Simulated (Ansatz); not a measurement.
`N[Si](Cl)Br` radical. Total charge 0; spin multiplicity 2. The structure was optimised at the PBE0-D4/def2-TZVP level. It is one conformer, not always the lowest.

```xyz
6

N    -0.080   -0.294   -0.878
Si    0.472   -0.050    0.713
Cl    0.959    1.946    0.859
Br   -1.185   -0.615    2.100
H     0.369    0.167   -1.654
H    -0.535   -1.154   -1.140
```

Q: What is the dipole moment at B3LYP/def2-TZVPP? (An estimate is asked.)

A: The calculation gave: 2.73 D, with components (0.40, -1.18, -2.43) D in this frame, pointing from negative to positive charge.

Q: And with PBE, r2SCAN, ωB97M-V? (Best estimate.)

A: The calculation gave: PBE 2.70 D, r2SCAN 2.75 D, ωB97M-V 2.75 D.

Q: Give the Mulliken charges with B3LYP, r2SCAN, PBE in def2-TZVPP. (Best estimate.)

A: Ansatz gave: 
```
atom  B3LYP  r2SCAN    PBE
  N1  -0.32   -0.38  -0.32
 Si2   0.46    0.50   0.38
 Cl3  -0.23   -0.23  -0.20
 Br4  -0.21   -0.22  -0.19
  H5   0.15    0.17   0.16
  H6   0.15    0.17   0.16
```

B3LYP here is the variant with VWN-RPA as its local correlation; programs differ in this.
